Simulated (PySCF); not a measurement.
SMILES Cc1ccc([SiH3])s1 (GFN2-xTB optimised geometry):

```
15

C     -1.623    -2.478     0.002
C     -0.694    -1.318     0.000
C      0.666    -1.318     0.000
C      1.221    -0.020     0.000
C      0.295     0.980     0.000
Si     0.546     2.835    -0.001
S     -1.308     0.305    -0.001
H     -2.280    -2.447    -0.868
H     -1.058    -3.408    -0.017
H     -2.252    -2.466     0.893
H      1.256    -2.218     0.000
H      2.280     0.172     0.000
H      1.990     3.071     0.009
H     -0.067     3.406    -1.203
H     -0.084     3.408     1.191
```

Computed with B3LYP/def2-TZVP in PySCF.

Task: What are the frontier orbital energies and the dipole moment?

Result: HOMO-2 -9.05 eV, HOMO-1 -6.98 eV, HOMO -6.39 eV, LUMO -0.83 eV, LUMO+1 0.18 eV; dipole moment 1.27 D.

Meta-Löwdin charges at B3LYP/def2-TZVP: C1 -0.33, C2 -0.09, C3 -0.17, C4 -0.13, C5 -0.37, Si6 0.52, S7 0.26, H8 0.13, H9 0.12, H10 0.13, H11 0.12, H12 0.12, H13 -0.10, H14 -0.10, H15 -0.10.
